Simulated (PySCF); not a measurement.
Isomers of C3H11NO2Si2, one GFN2-xTB conformer each. Single-point energies are computed at PBE0/pcSseg-1 (PySCF, gas phase, no added dispersion term), electronic only.

```tsv
SMILES	GFN2-xTB relative energy (kJ/mol)
CO[SiH2]O/C=C\[SiH2]N	0.0
N[Si@H](C[SiH3])COC=O	209.3
```

Conformers: `[CH3:1][O:2][SiH2:3][O:4]/[CH:5]=[CH:6]\[SiH2:7][NH2:8]` with C1–O2–Si3–O4 -176°, O2–Si3–O4–C5 -58°, Si3–O4–C5–C6 -176°, C5–C6–Si7–N8 173°, C6–Si7–N8–H 47° and -176°; `[NH2:1][Si@H:2]([CH2:3][SiH3:4])[CH2:5][O:6][CH:7]=[O:8]` with H–N1–Si2–C3 175° and -50°, N1–Si2–C3–Si4 59°, N1–Si2–C5–O6 -105°, Si2–C5–O6–C7 44°, C5–O6–C7–O8 -2°.

Task: What does PBE0/pcSseg-1 give for the same structures?

Result: 
| SMILES | PBE0/pcSseg-1 E (Eh) | PBE0/pcSseg-1 (kJ/mol) | GFN2-xTB (kJ/mol) | point group |
| --- | --- | --- | --- | --- |
| CO[SiH2]O/C=C\[SiH2]N | -904.50990 | 0.0 | 0.0 | C1 |
| N[Si@H](C[SiH3])COC=O | -904.49552 | 37.7 | 209.3 | C1 |

Both levels put the same isomer lowest. As drawn, the lower has an Si–O bond and a C=C bond outside aromatic rings, which the higher lacks; the higher has a C=O bond and a C(=O)–O unit, which the lower lacks.

Task: Which frontier levels, dipoles and rotational constants go with these structures?

Result: 
| SMILES | HOMO (eV, PBE0/pcSseg-1) | LUMO (eV) | dipole (D) | A, B, C (MHz) |
| --- | --- | --- | --- | --- |
| CO[SiH2]O/C=C\[SiH2]N | -6.89 | 0.21 | 2.06 | 5251, 474.9, 460.7 |
| N[Si@H](C[SiH3])COC=O | -7.32 | 0.01 | 1.21 | 3354, 664.5, 604.2 |
